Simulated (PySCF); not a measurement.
# Different ions with F ligands: octahedral complexes compared

All values are computed with PySCF: state-averaged CASSCF of the d shell with SC-NEVPT2, spin-free X2C, triple-zeta basis on the metal and double-zeta on the ligands, mean-field spin-orbit coupling; DFT geometries.

| complex | point group | M–L / Å | L–M–L / ° (cis) | solvent |
| --- | --- | --- | --- | --- |
| RuF6 | Oh | 1.81 | 90 | none |
| [CrF6]- | Oh | 1.75 | 90 | dichloromethane |
| [NbF6]2- | D2h | 1.97–2.01 | 86–94 | water |
| [VF6]3- | Oh | 1.94 | 90 | water |
| [FeF6]3- | Oh | 1.95 | 90 | water |
| [TiF6]3- | D2h | 1.96–2.00 | 88–92 | water |

For RuF6, [CrF6]-, [NbF6]2- the d shell alone is too small an active space: their values show what this model gives and aren't sound predictions.

Problem. Rank by 10Dq at CASSCF level, lowest first.
A. [CrF6]-
B. RuF6
C. [TiF6]3-
D. [NbF6]2-
E. [VF6]3-
F. [FeF6]3-

Solution. F (10774 cm⁻¹), E (15546 cm⁻¹), C (16421 cm⁻¹), A (28083 cm⁻¹), D (31605 cm⁻¹), B (41466 cm⁻¹).

Problem. Rank by the spin-orbit constant ζ, lowest first.
A. [FeF6]3-
B. [VF6]3-
C. RuF6
D. [CrF6]-
E. [TiF6]3-
F. [NbF6]2-

Solution. E (139 cm⁻¹), B (194 cm⁻¹), D (262 cm⁻¹), A (442 cm⁻¹), F (649 cm⁻¹), C (1035 cm⁻¹).

Problem. What are the ground states and moments?

Solution. 
```tsv
complex	shell	ground state (NEVPT2)	total orbital splitting (CASSCF fit) / cm⁻¹	μeff(300 K) / μB
RuF6	d2	3T1g	41466	1.70
[CrF6]-	d1	2T2g	28083	1.55
[NbF6]2-	d1	2B3g (from 2T2g)	33600	1.30
[VF6]3-	d2	3T1g	15546	2.68
[FeF6]3-	d5	6A1g	10774	5.92
[TiF6]3-	d1	2B3g (from 2T2g)	17495	1.85
```

In [NbF6]2-, [TiF6]3- the symmetry is lower than cubic, so the total splitting isn't 10Dq alone: it holds the effect of the lower symmetry too.
